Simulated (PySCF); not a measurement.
Bond stretch in SMILES [SiH3]F. The Si1–H5 bond (Si1 also carries F, H, H; H5 carries nothing else) is varied alone, starting from the PBE0/def2-TZVP optimised geometry.

UHF/6-31G* = unrestricted Hartree-Fock/6-31G*, spherical d in PySCF; UMP2/6-31G* = unrestricted MP2 (frozen core)/6-31G*, spherical d (PySCF); RKS-B3LYP/6-31G* = restricted B3LYP/6-31G*, spherical d in PySCF; UCCSD(T) = CCSD(T) on UHF/cc-pVDZ, 6 core orbitals frozen (PySCF).

Energies relative to the lowest point of each curve near equilibrium, in eV; the last columns give the difference from UCCSD(T):

| R / Å | UHF/6-31G* | UMP2/6-31G* | RKS-B3LYP/6-31G* | UCCSD(T) | UHF/6-31G* − UCCSD(T) | UMP2/6-31G* − UCCSD(T) | RKS-B3LYP/6-31G* − UCCSD(T) |
|---|---|---|---|---|---|---|---|
| 1.18 | 1.378 | 1.429 | 1.405 | 1.378 | -0.001 | 0.051 | 0.027 |
| 1.27 | 0.565 | 0.605 | 0.600 | 0.595 | -0.030 | 0.010 | 0.005 |
| 1.32 | 0.293 | 0.325 | 0.326 | 0.326 | -0.033 | -0.001 | 0.000 |
| 1.39 | 0.073 | 0.093 | 0.097 | 0.098 | -0.025 | -0.006 | -0.002 |
| 1.45 | 0.003 | 0.010 | 0.012 | 0.013 | -0.010 | -0.003 | -0.001 |
| 1.48 | 0.000 | 0.000 | 0.000 | 0.000 | 0.000 | 0.000 | 0.000 |
| 1.52 | 0.024 | 0.015 | 0.010 | 0.009 | 0.015 | 0.005 | 0.001 |
| 1.56 | 0.075 | 0.056 | 0.046 | 0.045 | 0.031 | 0.011 | 0.002 |
| 1.63 | 0.217 | 0.179 | 0.158 | 0.156 | 0.061 | 0.024 | 0.002 |
| 1.72 | 0.470 | 0.408 | 0.367 | 0.366 | 0.104 | 0.042 | 0.001 |
| 1.83 | 0.847 | 0.753 | 0.687 | 0.688 | 0.159 | 0.065 | -0.001 |
| 1.99 | 1.459 | 1.315 | 1.209 | 1.212 | 0.248 | 0.103 | -0.003 |
| 2.23 | 2.371 | 2.311 | 2.006 | 1.996 | 0.374 | 0.315 | 0.010 |
| 2.44 | 2.862 | 3.025 | 2.655 | 2.608 | 0.254 | 0.417 | 0.047 |
| 2.64 | 3.121 | 3.379 | 3.210 | 3.089 | 0.032 | 0.290 | 0.122 |
| 2.96 | 3.322 | 3.643 | 3.962 | 3.648 | -0.327 | -0.005 | 0.313 |
| 3.23 | 3.394 | 3.736 | 4.472 | 3.909 | -0.514 | -0.173 | 0.563 |
| 3.63 | 3.438 | 3.791 | 5.049 | 4.043 | -0.605 | -0.251 | 1.007 |
| 3.95 | 3.450 | 3.807 | 5.387 | 4.071 | -0.621 | -0.264 | 1.316 |
| 4.39 | 3.457 | 3.816 | 5.713 | 4.083 | -0.626 | -0.267 | 1.630 |
| 5.18 | 3.461 | 3.820 | 6.032 | 4.088 | -0.627 | -0.268 | 1.944 |

UHF/6-31G* is furthest from UCCSD(T) at 5.18 (-0.627 eV, below); its mean absolute difference over the points is 0.224 eV.

UMP2/6-31G* is furthest from UCCSD(T) at 2.44 (0.417 eV, above); its mean absolute difference over the points is 0.122 eV.

RKS-B3LYP/6-31G* is furthest from UCCSD(T) at 5.18 (1.944 eV, above); its mean absolute difference over the points is 0.333 eV.

The unrestricted determinant behind UHF/6-31G*, UMP2/6-31G*, UCCSD(T) is spin-contaminated at 2.23 to 5.18 Å (<S²> up to 1.0, against 0.00 for a pure singlet). The restricted form behind RKS-B3LYP/6-31G* keeps the bonding electrons paired and can't separate into open-shell fragments.
